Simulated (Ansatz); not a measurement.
Cost and result for the atomization energy of C3H6OSe (`OC1CC[Se]1`) (11 atoms, 11 bonds).

Z-matrix (Å, degrees):
```
C
C 1 1.525
Se 1 2.529 2 52.4
C 1 1.528 2 100.0 3 -20.3
H 1 1.093 2 112.4 3 -143.2
H 1 1.091 2 109.7 3 95.8
O 2 1.389 1 109.8 3 116.8
H 2 1.093 1 116.3 3 -114.6
H 4 1.088 1 116.1 2 137.9
H 4 1.088 1 113.9 2 -92.3
H 7 0.961 2 109.2 1 -170.3
```

Total charge 0; spin multiplicity 1. Correlated methods include outer-core shells of Se, which these sets cover unevenly. Scalar relativity is left out up to krypton. The geometry is a stationary point of PBE0-D4/def2-TZVP. It is one conformer, not always the lowest. Program: Ansatz. All runs use 4 threads of an Arm Neoverse V2 on a shared host. Times are those of one run each, without the atoms' runs, and a repeat can differ threefold. Electronic energies, without spin–orbit coupling; frozen cores. CCSD(T)/CBS adds CCSD(T) − MP2 in def2-TZVPP to the MP2 limit, and its time is that of the two runs behind it. T1 = 0.010. With those shells the extrapolation isn't a true limit. B3LYP takes the VWN-RPA correlation (the form of Gaussian; ORCA's B3LYP/G).

CCSD(T)/CBS is a level of theory with its own doubt, some kJ/mol a heavy atom from the limit and from the frozen cores, so smaller differences don't rank the functionals.

```tsv
level	functions	wall time	atomization (kcal/mol)	difference from CCSD(T)/CBS	per bond
PBE-D4/def2-TZVPP (with forces)	256	3 s	1036.2	28.8	2.6
PBE0-D4/def2-TZVPP	256	3.9 s	1014.0	6.6	0.6
r2SCAN-D4/def2-TZVPP (with forces)	256	6.5 s	1009.3	1.9	0.2
B3LYP-D4/def2-TZVPP (with forces)	256	6.5 s	1002.6	-4.8	-0.4
B2PLYP/def2-TZVPP	256	8 s	993.0	-14.4	-1.3
ωB97X-V/def2-TZVPP	256	10 s	1007.2	-0.2	0.0
ωB97M-V/def2-TZVPP (with forces)	256	15 s	1006.4	-1.0	-0.1
MP2/def2-QZVPP	497	35 s	1016.7	9.3	0.8
CCSD(T)/def2-TZVPP	256	5.4 min	980.8	-26.6	-2.4
CCSD(T)/CBS(def2)	–	6 min	1007.4	0.0	0.0
```

The D4 term adds +9.5 kcal/mol with B3LYP and +4.9 kcal/mol with PBE0; it sums over pairs of atoms, weighted by their polarisabilities, and B3LYP, whose exchange is more repulsive, gets the larger term. From PBE to PBE0 (25 % exact exchange), in def2-TZVPP and without D4, the atomization energy moves by −21.2 kcal/mol: exact exchange takes away binding that semilocal exchange gives to molecules. In def2-TZVPP, CCSD(T) changes the Hartree–Fock value by +273.9 kcal/mol (the triples alone add +18.2 kcal/mol) and MP2 by +294.4 kcal/mol; breaking electron pairs costs correlation energy, which Hartree–Fock lacks.
